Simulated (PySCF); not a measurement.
chloro(chlorosilyloxy)silane (Cl2H4OSi2), SMILES [SiH2](O[SiH2]Cl)Cl. Atoms are numbered in the order given.

```xyz
9

Si     1.4265     0.6412     0.6697
Cl     2.0913    -0.4669    -0.9537
O      0.0000     0.0000     1.2128
Si    -1.4265    -0.6412     0.6697
Cl    -2.0913     0.4669    -0.9537
H      1.2286     2.0400     0.2250
H      2.4204     0.5317     1.7601
H     -2.4204    -0.5317     1.7601
H     -1.2286    -2.0400     0.2250
```

Coordinates come from a B3LYP-D3(BJ)/def2-SVP optimisation. The values are those of a single conformer.

Level of theory: PySCF with PBE/def2-TZVP.

Gas-phase values at a fixed geometry.

* **total energy**: -1576.52412 hartree
* **point group**: C2
* **highest occupied level**: -7.56 eV
* **lowest empty level**: -0.98 eV
* **orbital gap**: 6.58 eV
* **dipole moment**: 1.37 D
* **quadrupole, principal values (traceless, Buckingham form, about the centre of nuclear charge)**: -4.20, -0.67, 4.87 D·Å
* **mean static polarisability**: 75.6 bohr³ (11.21 Å³)
* **polarisability, principal values**: 70.3, 75.9, 80.7 bohr³
